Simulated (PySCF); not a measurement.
**Two-component Hartree-Fock for Pr(47+) (praseodymium, charge +47)**

Start: [Ne] 3s2. Calculated with PySCF 2.14 in an uncontracted even-tempered set (18 s from 4 bohr⁻², ratio 2.6; 14 p from 5.2 bohr⁻², ratio 2.6; 6 d from 5.4 bohr⁻², ratio 2.8; 4 f from 75 bohr⁻², ratio 2.8): generalised Hartree-Fock with the X2C-1e Hamiltonian and a Gaussian nucleus; spin-orbit coupling (SO) screened by Boettger's factors.

```json
{"spinor shell": "1s1/2", "electrons": "2", "ε, screened SO (eV)": "-45485.9", "weight of nominal j (screened SO)": "1.000", "rms radius, screened SO (bohr)": "0.0275"}
{"spinor shell": "2s1/2", "electrons": "2", "ε, screened SO (eV)": "-9991.5", "weight of nominal j (screened SO)": "1.000", "rms radius, screened SO (bohr)": "0.109"}
{"spinor shell": "2p1/2", "electrons": "2", "ε, screened SO (eV)": "-9635.3", "weight of nominal j (screened SO)": "1.000", "rms radius, screened SO (bohr)": "0.0938"}
{"spinor shell": "2p3/2", "electrons": "4", "ε, screened SO (eV)": "-9132.9", "weight of nominal j (screened SO)": "1.000", "rms radius, screened SO (bohr)": "0.0993"}
{"spinor shell": "3s1/2", "electrons": "2", "ε, screened SO (eV)": "-4031.0", "weight of nominal j (screened SO)": "1.000", "rms radius, screened SO (bohr)": "0.261"}
```

| quantity | screened SO |
| --- | --- |
| E (hartree) | -7039.06521 |
| M_J | 0 |
| ⟨J²⟩ | 0.000 |
| ⟨L²⟩ | 0.012 |
| ⟨S²⟩ | 0.012 |

Breit and QED terms are absent; they matter most for the inner s and p1/2 levels.

Densities and radii are taken from the X2C orbitals without a picture-change correction, which distorts them close to the nucleus.
